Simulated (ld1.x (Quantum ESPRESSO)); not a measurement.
## Tl (Z = 81), TM: configuration errors across variants

ld1.x (Quantum ESPRESSO) 7.5 input, shortened:

```
&input
   title='Tl', zed=81., rel=1, dft='PBE', iswitch=3,
   config='[Xe] 4f14 5d10 6s1.75 6p1.25 6d-2'
 /
 &inputp
   pseudotype=2, tm=.true., lloc=0,
   nlcc=.true.
 /
3
6P  2  1   1.25   0.00  2.80  2.80  0.0
6D  3  2  -2.00   0.20  2.85  2.85  0.0
6S  1  0   1.75   0.00  2.15  2.15  0.0
 &test
   configts(1)='6s1.75 6p1.25'
 /
```

All-electron excitation energies from the reference (eV): (1) 6s2 6p1 -1.808; (2) 6s2 6p0 3.358; (3) 6s1 6p0 24.138; (4) 6s2 6p1.3 -2.302; (5) 6s2 6p0.5 0.045; (6) 6s1 6p2 5.594; (7) 6s0 6p3 13.402.

The default core radius of the base comes out at 2.10 bohr.

A true bound ghost makes a file unfit for plane-wave use even where its test errors are small: the radial tests pick states by their node count and pass the ghost by.

Errors AE − PS in meV (a dash: test not solved or not reliable):

| change | (1) | (2) | (3) | (4) | (5) | (6) | (7) | bound ghosts |
| --- | --- | --- | --- | --- | --- | --- | --- | --- |
| base | -2.4 | -17 | -327 | -4.5 | -2.1 | -28 | -142 | d |
| core correction none | +2.5 | +70 | +129 | +0.2 | +21 | +22 | +160 | d |
| core correction a·sin(br)/r model core inside 0.90 bohr | -2.5 | -18 | -327 | -4.5 | -2.4 | -29 | -149 | d |
| core correction a·sin(br)/r model core inside 1.34 bohr | -2.5 | -18 | -327 | -4.5 | -2.4 | -29 | -149 | d |
| core correction a·sin(br)/r model core inside 1.56 bohr | -2.5 | -18 | -327 | -4.6 | -2.4 | -29 | -150 | d |
| core correction a·sin(br)/r model core inside 1.72 bohr | -2.5 | -18 | -327 | -4.6 | -2.4 | -29 | -150 | d |
| core correction a·sin(br)/r model core inside 1.94 bohr | -2.5 | -18 | -328 | -4.6 | -2.3 | -29 | -148 | d |
| core correction a·sin(br)/r model core inside 2.16 bohr | -2.3 | -17 | -325 | -4.5 | -1.9 | -27 | -136 | d |
| core correction a·sin(br)/r model core inside 2.38 bohr | -2.0 | -16 | -317 | -4.2 | -1.4 | -23 | -114 | d |
| core correction a·sin(br)/r model core inside 2.58 bohr | -1.4 | -15 | -297 | -3.8 | -0.7 | -18 | -80 | d |

Task: Give the same row for: core correction a·sin(br)/r model core inside 1.12 bohr.

Result: -2.5, -18, -327, -4.5, -2.4, -29, -149; bound ghosts: d.
